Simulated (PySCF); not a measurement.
Structure problem from calculated spectra and properties.

Formula: CH11B2P3.

| Item | Value |
| --- | --- |
| 1H NMR | chemical shifts (computed TMS as zero) by class: 3.87 (2 H), 3.81 (2 H), 3.59 (1 H), 3.00 (1 H), 2.02 (2 H), 0.23 (3 H) ppm [GIAO B3LYP/pcSseg-1] |
| Polarisability | 121.9 au [CAM-B3LYP/def2-SVPD] |
| NMR, other nuclei | isotropic shieldings of nuclei other than C and H, by class: 121 (1 B), 130 (1 B), 418 (2 P), 523 (1 P) ppm [GIAO B3LYP/pcSseg-1] |
| Rotational structure | rotational constants A, B, C: 2.699, 1.152, 0.967 GHz [PBE0-D3(BJ)/def2-SVP] |
| Triplet | lowest triplet excitation (Tamm–Dancoff): 5.29 eV [TDA CAM-B3LYP/def2-SVPD] |
| XPS | P2p3/2 135.5, P2p3/2 136.8 (×2), B1s 194.4, B1s 194.4, C1s 289.7, P1s 2149.1, P1s 2150.4 (×2) eV [ΔSCF SCAN, pcX-2 on the ionised atom, pcseg-1 elsewhere, spin-free X2C, 2p3/2 from a spin–orbit splitting computed afterwards within the 2p shell] |
| UV, first state | lowest singlet excitation: 5.76 eV (215 nm, f = 0.020) [TDDFT CAM-B3LYP/def2-SVPD] |
| 13C NMR | chemical shifts (computed TMS as zero) by class: 1.1 (1 C) ppm [GIAO B3LYP/pcSseg-1] |
| UV, strongest line | among the 10 lowest singlet transitions: S9 at 7.02 eV (177 nm, f = 0.023) [TDDFT CAM-B3LYP/def2-SVPD] |

The electronic properties come from PySCF, for the isolated species, density fitting. Levels stand in brackets. Isolated species at its PBE0-D3(BJ)/def2-SVP geometry (one conformer only). Each NMR value is the plain mean over a class of atoms that symmetry, rotation or inversion makes alike.

Task: Propose a structure and show how it fits.

Result: Numbering: `[CH3:1][B@H-:2]1[PH2+:3][B@H-:4]([PH2:5])[PH2+:6]1`. The one carbon: chain sp3 carbon bound to boron [C1] (1.1 ppm). Hydrogen classes from least to most shielded: 2 H on 2 like atoms (phosphorus bonded to 2 B and 2 H), P3/P6 (3.87 ppm), 2 H on 2 like atoms (phosphorus bonded to 2 B and 2 H), P3/P6 (3.81 ppm), 1 H on a four-coordinate boron, B2 (3.59 ppm), 1 H on a four-coordinate boron, B4 (3.00 ppm), 2 H on a three-coordinate phosphorus, P5 (2.02 ppm), 3 H on an sp3 carbon bound to boron, C1 (0.23 ppm). The other shieldings belong to: 121 ppm, four-coordinate boron [B2]; 130 ppm, four-coordinate boron [B4]; 418 ppm, phosphorus bonded to 2 B and 2 H [P3/P6]; 523 ppm, three-coordinate phosphorus [P5]. The core levels belong to: P2p3/2 135.5 eV, three-coordinate phosphorus [P5]; P2p3/2 136.8 eV, phosphorus bonded to 2 B and 2 H [P3/P6]; B1s 194.4 eV, four-coordinate boron [B2]; B1s 194.4 eV, four-coordinate boron [B4]; C1s 289.7 eV, sp3 carbon bound to boron [C1]; P1s 2149.1 eV, three-coordinate phosphorus [P5]; P1s 2150.4 eV, phosphorus bonded to 2 B and 2 H [P3/P6]. The optimised geometry has point group Cs and is an asymmetric top. Structure: `C[B@H-]1[PH2+][B@H-](P)[PH2+]1`. The assignments are read from this structure; whether some other isomer fits the data as well wasn't checked.

Shape of the structure used: `[CH3:1][B@H-:2]1[PH2+:3][B@H-:4]([PH2:5])[PH2+:6]1`: H–P5–B4–P3 88°, H–P5–B4–P3 -178°.
